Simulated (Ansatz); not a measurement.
`[NH2][Hf]([NH2])([NH2])[F]` + `[OH][Ti]([F])([F])[F]` → `[NH2][Hf]([NH2])([F])[F]` + `[NH2][Ti]([OH])([F])[F]`  (redistribution)

Program: Ansatz. Geometries: PBE0-D4/def2-TZVP. ΔE: electronic, gas phase. CCSD(T)/CBS adds triple-zeta CCSD(T) − MP2 to the extrapolated MP2 energy (def2 sets, frozen cores). DFT in def2-TZVPP. def2 core potentials past Kr. For Hf, Ti outer-core shells are correlated without core-valence functions, which leaves a few kJ/mol of doubt a bond. Scalar relativity is left out up to krypton. Each species was taken in one conformer, which may not be the lowest.

Task: Is it downhill or uphill in electronic energy at CCSD(T)/CBS, and by how much? (Best estimate.)

Result: Ansatz gave: Downhill: ΔE = -0.24 eV.

Task: What do these levels give: LDA (SPW92), BLYP-D4, r2SCAN-D4, B97M-V, BHLYP-D4, PBE-QIDH, PBE, PBE0, r2SCAN0, RPA@PBE/def2-TZVPP, CCSD/def2-TZVPP, HF/CBS(def2)? (Best estimate.)

Result: Computed: LDA (SPW92) -0.18, BLYP-D4 -0.22, r2SCAN-D4 -0.19, B97M-V -0.19, BHLYP-D4 -0.24, PBE-QIDH -0.20, PBE -0.19, PBE0 -0.21, r2SCAN0 -0.21, RPA@PBE/def2-TZVPP -0.18, CCSD/def2-TZVPP -0.20, HF/CBS(def2) -0.22 eV.

Largest T1 diagnostic among the species: 0.024, so the coupled-cluster value is less sure than usual.

In def2-TZVPP, CCSD(T) changes the Hartree–Fock value by +0.03 eV (the triples alone add +0.00 eV) and MP2 by +0.04 eV. Leaving LDA and LC-ωPBE aside and taking each functional with its dispersion term where it has one, the values, not all of them listed here, spread over 0.06 eV, from BHLYP-D4 to PBE-D4. At CCSD(T), def2-SVP lies +0.05 eV from the extrapolated value and def2-TZVPP +0.05 eV.
